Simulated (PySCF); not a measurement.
Job for PySCF: R-MP2/6-31G* on H2S (SMILES S).

```python
from pyscf import gto, scf, dft, mp
from pyscf.data.elements import chemcore

mol = gto.M(
    atom='''
    S    -0.53155275   -0.17018157   -0.04665556
    H     0.13573610    0.98160321   -0.22418310
    H     0.51172388   -0.91038140   -0.45542563
    ''',
    basis='6-31g*',
    cart=True,
    charge=0, spin=0, verbose=3, max_memory=1800)
mf = scf.RHF(mol)
mf.conv_tol = 1e-8
mf.max_cycle = 100
mf.kernel()
if not mf.converged:
    mf = mf.newton().run(mf.mo_coeff, mf.mo_occ)
pt = mp.MP2(mf, frozen=chemcore(mol)).run()
```

Give the final energy of this run.

-398.7884 hartree.
